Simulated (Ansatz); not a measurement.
`FBOC[SiH3]` and `CCOBF` differ in one atom or group.

Ansatz, PBE0-D4/def2-TZVP geometries, multiplicity 1. Each molecule was computed in one conformer, which needn't be the lowest.

| property | `FBOC[SiH3]` |
| --- | --- |
| LUMO energy (PBE/def2-TZVPP) / eV | -0.69 |
| HOMO–LUMO gap (PBE0/def2-TZVPP) / eV | 8.80 |
| LUMO energy (PBE0/def2-TZVPP) / eV | 0.27 |
| HOMO–LUMO gap (PBE/def2-TZVPP) / eV | 6.49 |
| HOMO energy (ωB97M-V/def2-TZVPP) / eV | -10.82 |
| HOMO energy (PBE/def2-TZVPP) / eV | -7.18 |

Give the same properties after the change, and the shifts. (Estimate.)

Ansatz gave: 
| property | `CCOBF` | shift |
| --- | --- | --- |
| LUMO energy (PBE/def2-TZVPP) / eV | -0.59 | 0.10 |
| HOMO–LUMO gap (PBE0/def2-TZVPP) / eV | 9.55 | 0.75 |
| LUMO energy (PBE0/def2-TZVPP) / eV | 0.39 | 0.12 |
| HOMO–LUMO gap (PBE/def2-TZVPP) / eV | 7.04 | 0.55 |
| HOMO energy (ωB97M-V/def2-TZVPP) / eV | -11.55 | -0.73 |
| HOMO energy (PBE/def2-TZVPP) / eV | -7.63 | -0.45 |

With PBE0 the HOMO falls by 0.63 eV and the LUMO rises by 0.12 eV, so the gap widens by about 0.75 eV. PBE moves the HOMO by -0.45 eV and ωB97M-V by -0.73 eV.
